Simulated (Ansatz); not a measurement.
Gas-phase electronic energies from Ansatz, PBE0-D4/def2-TZVP geometries. CCSD(T)/CBS is the MP2 limit (def2-TZVPP, def2-QZVPP) plus CCSD(T) − MP2 in def2-TZVPP, frozen cores. This one scheme is used for every species. Functionals use def2-TZVPP. B3LYP here is the variant with VWN-RPA as its local correlation; programs differ in this. Each species was taken in one conformer, which may not be the lowest.

Consider the ligand exchange at the Si–O bond: `O[Si](F)(Cl)O[SiH3]` + `OC1[SiH2]S1` → `[SiH3]OC1[SiH2]S1` + `O[Si](O)(F)Cl`.

```json
{"level": "r2SCAN-D4", "ΔE (kcal/mol)": "5.4", "difference from CCSD(T)/CBS": "-0.2"}
{"level": "PBE0-D4", "ΔE (kcal/mol)": "5.3", "difference from CCSD(T)/CBS": "-0.3"}
{"level": "B3LYP-D4", "ΔE (kcal/mol)": "5.8", "difference from CCSD(T)/CBS": "0.2"}
{"level": "ωB97X-V", "ΔE (kcal/mol)": "5.5", "difference from CCSD(T)/CBS": "-0.1"}
{"level": "ωB97M-V", "ΔE (kcal/mol)": "5.4", "difference from CCSD(T)/CBS": "-0.2"}
{"level": "B2PLYP", "ΔE (kcal/mol)": "5.8", "difference from CCSD(T)/CBS": "0.2"}
{"level": "PBE", "ΔE (kcal/mol)": "4.9", "difference from CCSD(T)/CBS": "-0.7"}
{"level": "B3LYP", "ΔE (kcal/mol)": "6.1", "difference from CCSD(T)/CBS": "0.5"}
{"level": "HF/def2-TZVPP", "ΔE (kcal/mol)": "8.1", "difference from CCSD(T)/CBS": "2.5"}
{"level": "MP2/def2-TZVPP", "ΔE (kcal/mol)": "5.0", "difference from CCSD(T)/CBS": "-0.6"}
{"level": "SCS-MP2/def2-TZVPP", "ΔE (kcal/mol)": "5.6", "difference from CCSD(T)/CBS": "0.0"}
{"level": "CCSD/def2-TZVPP", "ΔE (kcal/mol)": "5.9", "difference from CCSD(T)/CBS": "0.3"}
{"level": "CCSD(T)/def2-TZVPP", "ΔE (kcal/mol)": "5.5", "difference from CCSD(T)/CBS": "-0.1"}
{"level": "SCS-MP2/def2-QZVPP", "ΔE (kcal/mol)": "5.8", "difference from CCSD(T)/CBS": "0.2"}
{"level": "HF/CBS(def2)", "ΔE (kcal/mol)": "8.4", "difference from CCSD(T)/CBS": "2.8"}
{"level": "CCSD/CBS(def2)", "ΔE (kcal/mol)": "6.0", "difference from CCSD(T)/CBS": "0.4"}
{"level": "CCSD(T)/CBS", "ΔE (kcal/mol)": "5.6", "difference from CCSD(T)/CBS": "0"}
```

Largest T1 diagnostic among the species: 0.014.

In def2-TZVPP, CCSD(T) changes the Hartree–Fock value by −2.7 kcal/mol (the triples alone add −0.5 kcal/mol) and MP2 by −3.1 kcal/mol.
